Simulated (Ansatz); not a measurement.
A structure relaxed at PBE-D4/def2-SVP in Ansatz, charge 0, singlet:

```xyz
24

Ca   -2.0816   -5.3298   -1.1240
Ca    0.5804   -1.9135    0.0418
Ca    3.2153    1.5748    1.2041
Ca   -2.4897   -2.7495    0.7114
Ca    0.1354    0.7542    1.8469
Ca    2.7573    4.2340    2.9107
Ca   -1.4310   -2.4973   -2.4456
Ca    1.1792    1.0029   -1.2657
Ca    3.7450    4.4694   -0.0346
Ca   -4.4223   -3.3723   -1.7525
Ca   -1.8934    0.1551   -0.6226
Ca    0.7056    3.6720    0.5300
O    -0.7729   -3.6389   -0.5501
O     1.8383   -0.1196    0.6068
O     4.3585    3.4079    1.7339
O    -3.7141   -4.4518   -0.0309
O    -1.1517   -0.9917    1.2040
O     1.4654    2.5167    2.3788
O    -2.7728   -4.2275   -2.8381
O    -0.1511   -0.7532   -1.7804
O     2.4762    2.7577   -0.6356
O    -3.1686   -1.6355   -1.1932
O    -0.5340    1.8633   -0.0301
O     2.1268    5.2727    1.1347
```

(1) Give its formula and point group.

(2) Summarise the bond lengths by kind (pairs closer than 1.2 times the sum of covalent radii, bridged metal pairs left out).

Results:

(1) Ca12O12 (started as a model of: 2x2x6 CaO rock-salt block). Point group D2d (tolerance 0.1 Å).

(2) 44 × Ca–O 2.15 to 2.31 Å.

Single mean-field runs in def2-SVP are fitted with def2-universal-jkfit. Another isomer (singlet) lies 1.16 eV lower at PBE0-D4/def2-TZVP; other spin states weren't run for this one.
